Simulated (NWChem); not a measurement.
Molecule: CH$_{3}$NOSi; SMILES N#CO[SiH3]

```xyz
7

N      0.4439     2.3088     0.0000
C     -0.0851     1.2694     0.0000
O     -0.7091     0.1376     0.0000
Si     0.0974    -1.3785     0.0000
H      0.9278    -1.4761    -1.2211
H     -1.0090    -2.3548     0.0000
H      0.9278    -1.4761     1.2211
```
Atoms are numbered in this order, from 1.

All runs: NWChem. Pople sets run with spherical d functions. Structure relaxed at the B3LYP/6-31G* (spherical d) level.

```csv
atom,ESP charge (e),Mulliken charge (e)
N1,-0.585,-0.40
C2,0.620,0.59
O3,-0.425,-0.75
Si4,0.753,0.92
H5,-0.125,-0.12
H6,-0.114,-0.12
H7,-0.125,-0.12
```

Task: Find the dipole moment that each set of point charges gives, and compare with the Hartree-Fock/6-31G* density's own.

Result: 
1. μ = Σ q r × 4.8032 D/(e Å). ESP charges give (-0.26, -4.91, 0.00) D, of length 4.92 D.
2. Mulliken charges give (1.40, -4.37, 0.00) D, of length 4.6 D.
3. The density's dipole is 4.85 D: the ESP set is off by 0.07 D in length and the Mulliken set by 0.3 D. ESP charges are fitted to the potential outside the molecule; Mulliken charges are a partition of the basis functions.
